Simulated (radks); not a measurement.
Trend from B3+ to Tl3+: ionisation energy by Delta-SCF between NIST ground configurations, and size. Method: Dirac Kohn-Sham, PBE, spin-unpolarised, spherical densities, point nucleus; open shells are shared between the two j in proportion to 2j + 1; computed with a radial shooting solver on a logarithmic mesh with Libxc functionals.

species   configuration  IE (eV)  NIST (eV)    kind   -e(HOMO) (eV)  r at 0.001 e/bohr^3 (bohr)
B3+                [He]   265.52     259.37  theory  231.38 (1s1/2)                        1.23
Al3+               [Ne]   121.14     119.99    exp.  103.98 (2p3/2)                        1.98
Ga3+          [Ar] 3d10   63.875      63.24    exp.  52.291 (3d5/2)                        2.58
In3+          [Kr] 4d10   56.383      55.45    exp.  47.521 (4d5/2)                        2.98
Tl3+     [Xe] 4f14 5d10   51.776      51.14    exp.  43.380 (5d5/2)                        3.21

Reference values: NIST Atomic Spectra Database (exp. = measured, semi-emp. = semi-empirical, theory = theoretical value adopted there). Spin polarisation and multiplet splitting are left out, so open shells lie too high by an amount that depends on their filling. Sharing an open shell by 2j + 1 raises it above the true ground level by a part of the spin-orbit splitting, which enters the differences from NIST. Nuclear size, the Breit interaction and QED, all absent here, shift the 1s and 2s values of heavy ions.

Beside tabulated values, note that spin-unpolarised runs miss the spin-polarisation part of the exchange energy of open shells.
